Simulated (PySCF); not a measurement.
**Oscillator strengths, rates and cross-sections**

Species: C₄H₄FNO₂.
Cartesian coordinates in Å at the GFN2-xTB level; atoms count from 1:
```
atom  x, y, z in Å
C1    -2.6766    0.0735   -0.5971
N2    -1.4142    0.1554   -0.5720
C3    -0.6695   -0.2574    0.4766
F4    -1.2977   -0.7825    1.5740
C5     0.6676   -0.1902    0.5355
O6     1.4000    0.3137   -0.4980
C7     2.7297    0.3517   -0.3666
O8     3.3615   -0.0152    0.5761
H9    -3.1801    0.4344   -1.4805
H10   -3.2879   -0.3358    0.2076
H11    1.2166   -0.5317    1.4044
H12    3.1519    0.7836   -1.2861
```

Method used: TDDFT wB97X-D/def2-SVPD, vertical, gas phase, core orbitals frozen in the response (PySCF).

Computed singlets with f of 0.002 or more:

```csv
state,ν̃ (cm⁻¹),f
S2,41760,0.701
S4,53790,0.038
S7,62880,0.017
```

Q: Turn these into Einstein A coefficients, radiative lifetimes, transition dipoles and integrated cross-sections.

A: A / s⁻¹ = 0.6670 f (ν̃ / cm⁻¹)² and τ = 1/A in vacuum; |μ| follows from f = (2/3) ΔE |μ|² (atomic units, 1 au = 2.5417 D); ∫σ dE = 109.76 f Mb·eV.

```tsv
state	A (s⁻¹)	τ	|μ| (D)	∫σ dE (Mb·eV)
S2	8.2×10⁸	1.2 ns	5.98	77
S4	7.3×10⁷	14 ns	1.22	4.2
S7	4.5×10⁷	22 ns	0.76	1.9
```

Leading configurations: S2 H→L (98%); S4 H→L+1 (97%); S7 H→L+3 (35%) (H = HOMO, L = LUMO).

Only emission to the ground state at the vertical energy is counted.

Q: Which computed singlets stay under f = 0.002?

A: S1 (4.59 eV, f 0.0008), S3 (5.79 eV, f 0.0014), S5 (7.10 eV, f 0.0018), S6 (7.57 eV, f 0.0006) and S8 (7.99 eV, f 0.0015).

Q: How much energy does a mole of photons resonant with S2 carry?

A: 5.177 eV × 96.485 = 500 kJ/mol (119 kcal/mol).

Q: Suppose S2 emitted 0.3 eV lower with the same transition dipole. How would A change?

A: At fixed |μ|, A goes as the cube of the energy: (4.88/5.18)³ = 0.84, which makes τ about 1.5 ns.

One conformer stands for the species.
